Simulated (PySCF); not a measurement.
# Ag⁺: ionisation energy

Ag⁺ [Kr] 4d10 (1S) → Ag²⁺ [Kr] 4d9 (2D), as a difference of total energies. Calculation: PySCF 2.14, in x2c-QZVPPall with one added diffuse shell each of s, p, d, f, g type (14s9p8d5f3g, 143 functions); the spin-free X2C one-electron Hamiltonian (Gaussian nucleus). Correlated levels: valence: [Kr] frozen; valence and next inner shell: [Ar] 3d10 frozen. The calculations carry no spin-orbit coupling.

| method | ionisation energy (eV) | plus first-order spin-orbit estimate | error of that sum (eV) |
| --- | --- | --- | --- |
| UHF | 19.689 | 19.449 | -2.035 |
| LDA | 22.313 | 22.073 | +0.589 |
| PBE | 21.861 | 21.621 | +0.137 |
| PBE0 | 21.609 | 21.369 | -0.115 |
| r2SCAN | 21.631 | 21.391 | -0.093 |
| MP2 (valence) | 21.856 | 21.616 | +0.132 |
| SCS-MP2 (valence) | 21.632 | 21.392 | -0.092 |
| MP2 (valence and next inner shell) | 21.933 | 21.693 | +0.209 |
| SCS-MP2 (valence and next inner shell) | 21.638 | 21.398 | -0.086 |

Reference: 21.484 eV (measured; NIST Atomic Spectra Database, ionization energies).

A first-order spin-orbit estimate (lowest level to lowest level, LS coupling) adds -0.240 eV.
